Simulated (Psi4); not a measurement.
Cl₃Si (SMILES Cl[Si](Cl)Cl), doublet, geometry from GFN2-xTB; Psi4 with B3LYP5/def2-SVP.

Psi4 was given this input:
```
memory 2 GB

molecule {
0 2
  Si    0.30534902    0.30108305    0.30322167
  Cl   -0.85134863   -0.87589088    1.47732074
  Cl    1.47133362   -0.85554212   -0.88186222
  Cl   -0.87144888    1.48348225   -0.84517049
}

set basis def2-svp
set reference uks
set scf_type pk
set puream true
set d_convergence 1e-8
set dft_radial_points 99
set dft_spherical_points 590

energy('b3lyp5')
print_variables()
```

The log (banner, timings and long lists left out):

```
   => Loading Basis Set <=

    Name: DEF2-SVP
    Role: ORBITAL
    Keyword: BASIS

         ---------------------------------------------------------
                                   SCF
               by Justin Turney, Rob Parrish, Andy Simmonett
                          and Daniel G. A. Smith
                              UKS Reference
         ---------------------------------------------------------

  ==> Geometry <==

    Molecular point group: c1
    Full point group: C1

    Geometry (in Angstrom), charge = 0, multiplicity = 2:

       Center              X                  Y                   Z               Mass
    ------------   -----------------  -----------------  -----------------  -----------------
         SI           0.307235459275     0.302943137273     0.305094970564    27.976926534650
         CL          -0.849462190725    -0.874030792727     1.479194040564    34.968852682000
         CL           1.473220059275    -0.853682032727    -0.879988919436    34.968852682000
         CL          -0.869562440725     1.485342337273    -0.843297189436    34.968852682000

  Running in c1 symmetry.

  Rotational constants: A =      0.08364  B =      0.08364  C =      0.04398 [cm^-1]
  Rotational constants: A =   2507.54839  B =   2507.54838  C =   1318.51537 [MHz]
  Nuclear repulsion =  325.137129414524281

  Charge       = 0
  Multiplicity = 2
  Electrons    = 65
  Nalpha       = 33
  Nbeta        = 32

  ==> Algorithm <==

  SCF Algorithm Type is PK.
  DIIS enabled.
  MOM disabled.
  Fractional occupation disabled.
  Guess Type is SAD.
  Energy threshold   = 1.00e-06
  Density threshold  = 1.00e-08
  Integral threshold = 1.00e-12

  ==> Primary Basis <==

  Basis Set: DEF2-SVP
    Blend: DEF2-SVP
    Number of shells: 32
    Number of basis functions: 72
    Number of Cartesian functions: 76
    Spherical Harmonics?: true
    Max angular momentum: 2

  ==> DFT Potential <==

   => LibXC <=

    Version 7.1.2
    S. Lehtola, C. Steigemann, M. J. T. Oliveira, and M. A. L. Marques,  SoftwareX 7, 1–5 (2018) (10.1016/j.softx.2017.11.002)

   => Composite Functional: B3LYP5 <=

    B3LYP5 Hyb-GGA Exchange-Correlation Functional

    P. J. Stephens, F. J. Devlin, C. F. Chabalowski, and M. J. Frisch,  J. Phys. Chem. 98, 11623 (1994) (10.1021/j100096a001)

    Deriv               =              1
    GGA                 =           TRUE
    Meta                =          FALSE

    Exchange Hybrid     =           TRUE
[...]
      Ntotal   =   64.9999990530 ; deviation = -9.470e-07

   @Spin Contamination Metric:   1.498823776E-03
   @S^2 Expected:                7.500000000E-01
   @S^2 Observed:                7.514988238E-01
   @S   Expected:                5.000000000E-01
   @S   Observed:                5.000000000E-01

    Orbital Energies [Eh]
    ---------------------

    Alpha Occupied:

[...]
    Alpha Virtual:

[...]
    Beta Occupied:

[...]
    Beta Virtual:

[...]
      72A      1.349055

    Final Occupation by Irrep:
              A
    DOCC [    32 ]
    SOCC [     1 ]
    NA   [    33 ]
    NB   [    32 ]

  @UKS Final Energy: -1669.46936889474682

   => Energetics <=

    Nuclear Repulsion Energy =            325.1371294145242814
    One-Electron Energy =               -2954.8696022785970854
    Two-Electron Energy =                1045.2233135265037163
    DFT Exchange-Correlation Energy =     -84.9602095571776488
    Empirical Dispersion Energy =           0.0000000000000000
    VV10 Nonlocal Energy =                  0.0000000000000000
    Total Energy =                      -1669.4693688947468218

  UHF NO Occupations:
  HONO-2 :   31  A 1.9999498
  HONO-1 :   32  A 1.9994430
  HONO-0 :   33  A 1.0000000
  LUNO+0 :   34  A 0.0005570
  LUNO+1 :   35  A 0.0000502
  LUNO+2 :   36  A 0.0000502
  LUNO+3 :   37  A 0.0000261

Computation Completed

Properties will be evaluated at   0.000000,   0.000000,   0.000000 [a0]

Properties computed using the SCF density matrix

 Multipole Moments:

 ------------------------------------------------------------------------------------
     Multipole            Electronic (a.u.)      Nuclear  (a.u.)        Total (a.u.)
 ------------------------------------------------------------------------------------

 L = 1.  Multiply by 2.5417464519 to convert [e a0] to [Debye]
 Dipole X            :         -0.1112860            0.2317158            0.1204298
 Dipole Y            :         -0.1097408            0.2284785            0.1187377
 Dipole Z            :         -0.1105144            0.2301014            0.1195870
 Magnitude           :                                                    0.2071304

 ------------------------------------------------------------------------------------

  Variable Map:
  ----------------------------------------------------------------------------
[...]
  Array Variable Map:
  ----------------------------------------------------------------------------
[...]
[...]
```
